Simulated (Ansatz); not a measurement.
Complex (SMILES): F (HF) with N#N (N2), atoms 1 to 2 the first; geometry from B3LYP-D3(BJ)/def2-TZVP, monomers rigid:
```xyz
4

F      0.3830    -0.0965     0.2212
H     -0.2809     0.0249    -0.4159
N     -2.5150     0.4344    -2.5571
N     -1.7349     0.2913    -1.8098
```

Basis-set convergence of the counterpoise-corrected interaction energy at HF with Ansatz (a quantum-chemistry and plane-wave program). All functions are spherical. No added dispersion term, no relativity. Functions are those of the species that has most. Reference: the value in aug-pcseg-3, -0.93 kcal/mol. Deviations are taken from unrounded values.

```tsv
basis	functions	counterpoise-corrected interaction energy (kcal/mol)	minus reference (kcal/mol)
STO-3G	16	0.60	1.53
3-21G	29	-2.24	-1.31
def2-SVP	47	-1.09	-0.16
aug-pcseg-1	78	-0.56	0.37
def2-TZVP	99	-0.89	0.04
cc-pVQZ	195	-0.93	0.00
pcseg-3	213	-0.94	-0.01
aug-pcseg-3	304	-0.93	0.00
cc-pV5Z	328	-0.94	-0.01
```

The smallest set listed that lies within 0.2 kcal/mol of the reference with all its larger relatives (same family, alike in diffuse functions; a set with none counts only in the reference's own line) is def2-SVP (47 functions, -0.16 kcal/mol off). (Relatives not listed, tested too: def2-TZVPP 0.02, def2-QZVP -0.03, def2-QZVPP -0.03, pcseg-4 0.00 kcal/mol.)
